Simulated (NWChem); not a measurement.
Molecule: CH₄ClInO; SMILES [O]([InH][Cl])C

```xyz
8

In    -0.4359     0.0383     0.0000
H     -2.1335    -0.1559     0.0000
Cl     0.6443     2.1140     0.0000
O      0.9108    -1.4226     0.0000
C      0.6079    -2.7842     0.0000
H      1.0409    -3.2793    -0.8897
H      1.0409    -3.2793     0.8897
H     -0.4771    -3.0166     0.0000
```
Atoms are numbered in this order, from 1.

Program: NWChem. Medium grid unless said otherwise, to which SCAN and Minnesota functionals are sensitive. Geometry: optimised at PBE0/def2-SVP. def2 effective core potentials on In; no spin-orbit coupling. Hybrids' shares of exact exchange are those that their runs print; pure functionals count as 0. The functionals differ in more than this share.

```
row              share of exact exchange  highest occupied level (eV)
---------------  -----------------------  ---------------------------
PBE/def2-SVP                        0.00                        -6.09
BP86/def2-SVP                       0.00                        -6.21
B3LYP/def2-SVP                      0.20                        -7.31
PW6B95/def2-SVP                     0.28                        -7.70
MN15/def2-SVP                       0.44                        -8.40
M05-2X/def2-SVP                     0.56                     withheld
```

**Question.** Fit a straight line of the last column on the one before it, predict the withheld value, and compare with the run.

**Answer.** 
1. Means of the 5 shown rows: x = 0.184, y = -7.142. Slope Σ(x − x̄)(y − ȳ)/Σ(x − x̄)² = -0.7434/0.1427 = -5.209; intercept -6.184.
2. The shown rows scatter about the line by 0.072 (root mean square); the largest residual is +0.09, at PBE/def2-SVP.
3. At x = 0.56 (M05-2X/def2-SVP; beyond the shown range) the line gives -9.10.
4. The run gives -9.15, -0.05 from the line, 0.7 times the scatter.
